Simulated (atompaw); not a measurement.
**An all-electron radial function and its pseudo partner (tantalum)**

Columns: radius, all-electron u(r) and pseudo u(r) of the 6s shell (level -15.29 eV) of tantalum in the configuration [Kr] 4d10 4f14 5s2 5p6 5d3 6s0.5 6p0; LDA (PW92), scalar-relativistic, PAW (atompaw) scheme, atompaw 4.2.0.5.

| r (bohr) | all-electron | pseudo |
| --- | --- | --- |
| 0.083 | 0.0221 | -0.1684 |
| 0.165 | -0.1381 | -0.3258 |
| 0.248 | 0.0495 | -0.4679 |
| 0.331 | 0.1973 | -0.5854 |
| 0.413 | 0.1803 | -0.6722 |
| 0.496 | 0.0588 | -0.7272 |
| 0.579 | -0.0890 | -0.7479 |
| 0.662 | -0.2142 | -0.7357 |
| 0.744 | -0.2959 | -0.6942 |
| 0.827 | -0.3329 | -0.6269 |
| 0.910 | -0.3292 | -0.5398 |
| 0.992 | -0.2939 | -0.4401 |
| 1.075 | -0.2350 | -0.3314 |
| 1.158 | -0.1607 | -0.2201 |
| 1.240 | -0.0787 | -0.1122 |
| 1.323 | 0.0081 | -0.0079 |
| 1.406 | 0.0946 | 0.0889 |
| 1.488 | 0.1771 | 0.1764 |
| 1.571 | 0.2556 | 0.2566 |
| 1.654 | 0.3279 | 0.3288 |
| 1.737 | 0.3933 | 0.3936 |
| 1.819 | 0.4507 | 0.4507 |
| 1.902 | 0.5014 | 0.5014 |
| 1.985 | 0.5448 | 0.5448 |
| 2.067 | 0.5809 | 0.5809 |
| 2.150 | 0.6108 | 0.6108 |

**Question.** How many radial nodes do the two functions have?

**Answer.** The all-electron 6s function has n − l − 1 = 5 (the table is too coarse to show those close to the nucleus); the pseudo-wave has 1, since 1 lower shell of the same l stays in the valence.

**Question.** At about which radius was the pseudo-wave matched?

**Answer.** 1.85 bohr. The columns agree to 0.0005 from 1.74 bohr on; several derivatives are matched, so the curves merge somewhat inside the radius.

**Question.** Is the pseudo-wave norm-conserving?

**Answer.** No, it belongs to a PAW set: the norm inside the radius is not constrained, and the difference is carried by the augmentation charge.
